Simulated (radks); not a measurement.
Effect of the nuclear size on neutral gold, [Xe] 4f14 5d10 6s1. Method: Dirac Kohn-Sham, PBE, spin-unpolarised, spherical densities, finite nucleus; Fermi nuclear charge, rms radius 5.4371 fm; computed with a radial shooting solver on a logarithmic mesh with Libxc functionals. The rms radius is varied about that value; shifts are against it.

rms radius (fm)  total energy shift (eV)  density at nucleus (e/bohr^3)  1s1/2 shift (meV)  2s1/2 shift (meV)  4p1/2 shift (meV)  5s1/2 shift (meV)  6s1/2 shift (meV)  6p1/2 (empty) shift (meV)
4.7629                             -22.6                       2.26e+06              -9070              -1340              -1.51              -15.0              -1.11                      0.127
4.9586                             -16.2                      2.224e+06              -6510               -962              -1.08              -10.8             -0.794                      0.091
5.4371                                 0                      2.143e+06              0.000              0.000              0.000              0.000              0.000                      0.000
5.6981                              9.24                      2.103e+06               3700                547              0.620               6.13              0.451                     -0.052
6.5245                              40.2                      1.992e+06              16100               2380               2.71               26.6               1.96                     -0.226

Slopes of the eigenvalues against <r^2> in GHz/fm^2, as finite differences over the two radii next to the reference (eigenvalue slopes, not the field-shift constants of lines): 1s1/2 313000, 2s1/2 46300, 4p1/2 52.3, 5s1/2 519, 6s1/2 38.2, 6p1/2 (empty) -4.40.
